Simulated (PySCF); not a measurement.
## Correlation energy of W⁺ (tungsten, charge +1)

[Xe] 4f14 5d4 6s1, high-spin 6D determinant. All numbers are calculated (PySCF 2.14, a scalar-relativistic core potential, in def2-QZVPPD with the def2 core potential (60 electrons)). Frozen: nothing; 13 electrons correlated.

```csv
level,correlation energy (mhartree)
CCSD,-322.78
(T),-8.41
CCSD(T),-331.19
```

Diagnostics: T1 = 0.0066, D1 = 0.0279, largest double amplitude 0.018.

**Question.** Is a single reference adequate?

**Answer.** Yes, within this model without spin-orbit coupling: T1 lies below 0.03 and no double amplitude reaches 0.07.

The basis has no tight functions for the innermost shells, so their pair energies are far from complete.

This basis was not built for core-valence correlation, so the inner-shell part is incomplete.
